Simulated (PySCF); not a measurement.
C2H7ClO2Si.
Bonds: C1–O2, O2–Si3, Si3–Cl4, Si3–O5, O5–C6. Hydrogens: H7, H8, H9 on C1; H10 on Si3; H11, H12, H13 on C6.

Level of theory: PBE0-D3(BJ)/def2-SVP geometry optimisation, gas phase in PySCF.

List the bond lengths, angles and torsions at this level.

| bond | length (Å) | order |
| --- | --- | --- |
| C1–O2, O5–C6 | 1.404 | single |
| O2–Si3, Si3–O5 | 1.639 | single |
| Si3–Cl4 | 2.073 | single |
| C1–H7 and 5 like bonds | 1.102 | single |
| Si3–H10 | 1.476 | single |

Bonds in one row agree within 0.01 Å and their mean is given. Orders are formal, as drawn. A selection of angles:
| angle | degrees |
| --- | --- |
| O2–C1–H7 | 108.6 |
| O2–C1–H8 | 111.6 |
| H7–C1–H8 | 108.5 |
| C1–O2–Si3 | 128.3 |
| O2–Si3–Cl4 | 107.2 |
| O2–Si3–O5 | 109.1 |
| O2–Si3–H10 | 113.9 |
| Cl4–Si3–O5 | 110.1 |
| Cl4–Si3–H10 | 109.0 |
| O5–Si3–H10 | 107.5 |
| Si3–O5–C6 | 125.6 |
| O5–C6–H12 | 108.4 |
| H11–C6–H12 | 108.7 |

Dihedral angles: C1–O2–Si3–Cl4 -45° (synclinal); O2–Si3–O5–C6 61° (synclinal). The mirror-image conformer, all signs reversed, is as good.

Si3 (chlorine-bound silicon) is distorted tetrahedral (angles from 107.2° to 113.9°). Of the pairs four or more bonds apart, Cl4···H8 is among the closest relative to their van der Waals radii: 2.94 Å, 100 % of the sum of Bondi's values.

Point group: C1 (no symmetry element, even within 0.4 Å). Stationary, but not proved a minimum. One conformer, not necessarily the lowest.
